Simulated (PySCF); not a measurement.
Scan of O2Ti, singlet: symmetric bend, bond length relaxed. Scanned: O-Ti-O angle. Other coordinates (Ti-O bond length) were minimised at PBE0/def2-TZVP.

Computed with: PBE/def2-TZVP (PySCF); M06-2X/def2-TZVP (PySCF); CCSD(T) on RHF/def2-TZVP, 7 core orbitals frozen (PySCF).

Energies relative to the lowest point of each profile, in kcal/mol; the last columns give the difference from CCSD(T):

| a / ° | PBE | M06-2X | CCSD(T) | PBE − CCSD(T) | M06-2X − CCSD(T) |
|---|---|---|---|---|---|
| 180 | — | 40.1 | 40.0 | — | 0.1 |
| 170 | 44.3 | 37.5 | 37.5 | 6.9 | 0.1 |
| 160 | 36.4 | 30.8 | 30.9 | 5.5 | -0.2 |
| 150 | 26.4 | 21.8 | 22.4 | 4.0 | -0.5 |
| 140 | 16.4 | 12.7 | 13.6 | 2.8 | -0.9 |
| 130 | 7.8 | 5.1 | 6.1 | 1.7 | -1.0 |
| 120 | 2.0 | 0.5 | 1.2 | 0.8 | -0.7 |
| 110 | 0.0 | 0.0 | 0.0 | 0.0 | 0.0 |
| 100 | 3.0 | 4.9 | 3.7 | -0.7 | 1.1 |
| 90 | 13.0 | 16.9 | 14.2 | -1.2 | 2.7 |
| 80 | 32.8 | 39.3 | 34.2 | -1.3 | 5.1 |

PBE is furthest from CCSD(T) at 170 (6.9 kcal/mol, above); its mean absolute difference over the points is 2.5 kcal/mol.

M06-2X is furthest from CCSD(T) at 80 (5.1 kcal/mol, above); its mean absolute difference over the points is 1.1 kcal/mol.

A dash means that the run gave no value there, or that the column was ended at a point which the program doubted or which failed a test of continuity chosen for this set; such a test can also cut sound points.
